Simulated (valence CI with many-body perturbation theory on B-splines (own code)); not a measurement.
Pb LXXVII: electric-dipole lines

Computed by relativistic CI+MBPT: four valence electrons over a frozen Dirac-Fock core [He], a basis of 11 s, 11 p, 9 d, 7 f, 5 g, 2 h, 1 i functions for each j, with the one-electron correlation potential Σ1 (screened to all orders), the two-electron term Σ2, the three-electron term Σ3, Breit, model QED; selected single and double excitations, second order for the rest (own B-spline code, finite nucleus).

The last digits are not significant, and no measured levels were compared; by estimate large intervals hold to a few tenths of a per cent, small ones and those within an open d or f shell to about a per cent. Among the levels kept, up to 340 cm⁻¹ of a level comes from second order outside the variational space, and about a tenth of that is noise between levels of different J, which matters for small intervals.

Lines 1 to 50 of 244 in falling wavelength, among levels below 137370 × 10³ cm⁻¹, chosen from the strongest by gf and those to the six lowest levels. Wavelengths and rates use the calculated energies. Electric multipoles are in the length gauge, E1 and E2 with the static RPA response of the core. Weak lines are less certain than strong ones. Lines between different terms over intervals too small for the method are left out, as are lines whose strength nearly cancels. The highest levels of a list are the least certain.

Levels are named by their leading jj configuration (3d3/2^4 stands for four electrons in 3d with j = 3/2), which in mixed levels can hold well under half, so a name can repeat and another be missing. Letters in brackets count levels of one name in rising energy.

| λ vac (Å) | Upper | Lower | A (s⁻¹) | log gf | Branch % |
| --- | --- | --- | --- | --- | --- |
| 49.16 | (2s 2p1/2 2p3/2 3d5/2) J=5 | (2s 2p1/2 2p3/2 3p3/2) J=4 | 1.13e+11 | -0.34 | 32.4 |
| 48.68 | (2s 2p1/2^2 3d5/2) J=3 | (2s 2p1/2^2 3p3/2) J=2 | 1.22e+11 | -0.52 | 0.0 |
| 48.38 | (2s 2p1/2 2p3/2 3d5/2) J=4 [b] | (2s 2p1/2 2p3/2 3p3/2) J=3 [b] | 9.64e+10 | -0.52 | 0.0 |
| 48.22 | (2s^2 2p3/2 3d5/2) J=4 | (2s^2 2p3/2 3p3/2) J=3 | 6.52e+10 | -0.69 | 3.4 |
| 48.21 | (2s 2p1/2 2p3/2 3d5/2) J=4 [a] | (2s 2p1/2 2p3/2 3p3/2) J=3 [a] | 1.15e+11 | -0.44 | 0.2 |
| 46.76 | (2s^2 2p1/2 3d5/2) J=3 | (2s^2 2p1/2 3p3/2) J=2 | 1.26e+11 | -0.54 | 0.0 |
| 46.17 | (2s 2p1/2^2 3d5/2) J=2 | (2s 2p1/2^2 3p3/2) J=1 | 1.24e+11 | -0.70 | 0.0 |
| 44.70 | (2s 2p1/2 2p3/2^2) J=2 [a] | (2s^2 2p3/2^2) J=2 | 3.38e+09 | -2.30 | 0.0 |
| 43.33 | (2s 2p1/2 2p3/2 3p3/2) J=4 | (2s^2 2p3/2 3p3/2) J=3 | 8.52e+10 | -0.67 | 1.1 |
| 38.31 | (2s 2p1/2 2p3/2^2) J=3 | (2s^2 2p3/2^2) J=2 | 1.95e+10 | -1.52 | 0.2 |
| 36.27 | (2s 2p1/2^2 2p3/2) J=2 | (2s^2 2p1/2 2p3/2) J=2 | 1.94e+10 | -1.72 | 44.1 |
| 34.45 | (2s 2p1/2^2 2p3/2) J=2 | (2s^2 2p1/2 2p3/2) J=1 | 2.45e+10 | -1.66 | 55.7 |
| 29.07 | (2s 2p1/2 2p3/2^2) J=1 [a] | (2s^2 2p3/2^2) J=2 | 4.02e+10 | -1.82 | 0.1 |
| 28.56 | (2s 2p1/2 2p3/2^2) J=2 [b] | (2s^2 2p3/2^2) J=2 | 3.20e+10 | -1.71 | 0.1 |
| 27.98 | (2s 2p1/2^2 2p3/2) J=1 | (2s^2 2p1/2 2p3/2) J=2 | 7.25e+10 | -1.59 | 0.2 |
| 26.89 | (2s 2p1/2^2 2p3/2) J=1 | (2s^2 2p1/2 2p3/2) J=1 | 1.60e+10 | -2.28 | 0.0 |
| 16.81 | (2s 2p1/2 2p3/2 3d3/2) J=3 [b] | (2s 2p1/2 2p3/2 3p1/2) J=2 [b] | 1.12e+12 | -0.48 | 0.0 |
| 16.74 | (2s 2p1/2 2p3/2 3d3/2) J=2 [d] | (2s 2p1/2 2p3/2 3p1/2) J=1 [c] | 1.51e+12 | -0.50 | 0.0 |
| 16.65 | (2s^2 2p1/2 3d3/2) J=1 | (2s^2 2p1/2 3p1/2) J=0 | 1.50e+12 | -0.73 | 0.0 |
| 16.61 | (2s 2p1/2 2p3/2 3d3/2) J=2 [b] | (2s 2p1/2 2p3/2 3p1/2) J=2 [b] | 1.61e+12 | -0.48 | 0.1 |
| 16.37 | (2s 2p1/2 2p3/2 3d3/2) J=1 [b] | (2s 2p1/2 2p3/2 3p1/2) J=2 [b] | 2.16e+12 | -0.58 | 0.1 |
| 16.26 | (2s^2 2p3/2 3d3/2) J=2 | (2s^2 2p3/2 3p1/2) J=2 | 1.18e+12 | -0.63 | 0.0 |
| 16.23 | (2s^2 2p3/2 3d3/2) J=2 | (2s^2 2p3/2 3p1/2) J=1 | 1.22e+12 | -0.62 | 0.0 |
| 16.23 | (2s 2p1/2 2p3/2 3d3/2) J=2 [a] | (2s 2p1/2 2p3/2 3p1/2) J=2 [a] | 1.20e+12 | -0.62 | 0.2 |
| 16.18 | (2s 2p1/2^2 3d3/2) J=1 | (2s 2p1/2^2 3p1/2) J=0 | 1.68e+12 | -0.70 | 0.4 |
| 16.17 | (2s^2 2p3/2 3d5/2) J=4 | (2s 2p1/2 2p3/2 3s) J=3 | 8.12e+11 | -0.54 | 42.5 |
| 16.12 | (2s 2p1/2 2p3/2 3p3/2) J=1 [a] | (2s 2p1/2 2p3/2 3s) J=1 [a] | 2.90e+12 | -0.47 | 0.6 |
| 16.11 | (2s 2p1/2^2 3p3/2) J=1 | (2s 2p1/2^2 3s) J=0 | 2.47e+12 | -0.54 | 0.3 |
| 16.08 | (2s 2p1/2 2p3/2 3d3/2) J=2 [c] | (2s 2p1/2 2p3/2 3p1/2) J=1 [b] | 1.78e+12 | -0.46 | 0.5 |
| 16.07 | (2s^2 2p3/2 3d3/2) J=3 | (2s^2 2p3/2 3p1/2) J=2 | 2.50e+12 | -0.17 | 0.1 |
| 16.03 | (2s 2p1/2 2p3/2 3d3/2) J=3 [c] | (2s 2p1/2 2p3/2 3p1/2) J=2 [c] | 2.52e+12 | -0.17 | 1.2 |
| 16.03 | (2s 2p1/2^2 3d3/2) J=2 | (2s 2p1/2^2 3p1/2) J=1 | 2.49e+12 | -0.32 | 0.6 |
| 16.00 | (2s 2p1/2 2p3/2 3d3/2) J=3 [a] | (2s 2p1/2 2p3/2 3p1/2) J=2 [a] | 2.28e+12 | -0.21 | 0.3 |
| 16.00 | (2s 2p1/2 2p3/2 3d3/2) J=2 [a] | (2s 2p1/2 2p3/2 3p1/2) J=1 [a] | 1.26e+12 | -0.62 | 0.2 |
| 15.99 | (2s^2 2p1/2 3d3/2) J=2 | (2s^2 2p1/2 3p1/2) J=1 | 2.52e+12 | -0.32 | 0.6 |
| 15.95 | (2s 2p1/2 2p3/2 3d3/2) J=4 | (2s 2p1/2 2p3/2 3p1/2) J=3 | 2.51e+12 | -0.07 | 3.5 |
| 15.94 | (2s 2p1/2 2p3/2 3p3/2) J=2 [b] | (2s 2p1/2 2p3/2 3s) J=2 [b] | 2.49e+12 | -0.32 | 0.5 |
| 15.94 | (2s^2 2p3/2 3d3/2) J=1 | (2s^2 2p3/2 3p1/2) J=1 | 2.10e+12 | -0.62 | 0.1 |
| 15.93 | (2s^2 2p3/2 3p3/2) J=1 | (2s^2 2p3/2 3s) J=1 | 3.14e+12 | -0.45 | 15.7 |
| 15.91 | (2s 2p1/2 2p3/2 3d3/2) J=1 [a] | (2s 2p1/2 2p3/2 3p1/2) J=1 [a] | 2.17e+12 | -0.61 | 0.3 |
| 15.88 | (2s 2p1/2 2p3/2 3p3/2) J=2 [c] | (2s 2p1/2 2p3/2 3s) J=1 [c] | 3.30e+12 | -0.20 | 0.7 |
| 15.87 | (2s 2p1/2 2p3/2 3p3/2) J=3 [c] | (2s 2p1/2 2p3/2 3s) J=2 [c] | 3.34e+12 | -0.05 | 0.9 |
| 15.87 | (2s 2p1/2 2p3/2 3d3/2) J=1 [c] | (2s 2p1/2 2p3/2 3p1/2) J=0 | 1.69e+12 | -0.72 | 0.2 |
| 15.81 | (2s 2p1/2 2p3/2 3p3/2) J=2 [a] | (2s 2p1/2 2p3/2 3s) J=1 [a] | 1.32e+12 | -0.61 | 0.2 |
| 15.77 | (2s 2p1/2 2p3/2 3d3/2) J=3 [b] | (2s 2p1/2 2p3/2 3p1/2) J=3 | 1.29e+12 | -0.47 | 0.0 |
| 15.74 | (2s^2 2p3/2 3p3/2) J=3 | (2s^2 2p3/2 3s) J=2 | 4.00e+12 | 0.02 | 22.7 |
| 15.70 | (2s 2p1/2 2p3/2 3p3/2) J=3 [a] | (2s 2p1/2 2p3/2 3s) J=2 [a] | 3.95e+12 | 0.01 | 5.9 |
| 15.63 | (2s 2p1/2 2p3/2 3p3/2) J=3 [b] | (2s 2p1/2 2p3/2 3s) J=2 [b] | 1.32e+12 | -0.47 | 0.2 |
| 15.59 | (2s 2p1/2 2p3/2 3p3/2) J=1 [b] | (2s 2p1/2 2p3/2 3s) J=2 [b] | 3.07e+12 | -0.47 | 0.3 |
| 15.58 | (2s 2p1/2 2p3/2 3p3/2) J=4 | (2s 2p1/2 2p3/2 3s) J=3 | 3.11e+12 | 0.01 | 39.5 |
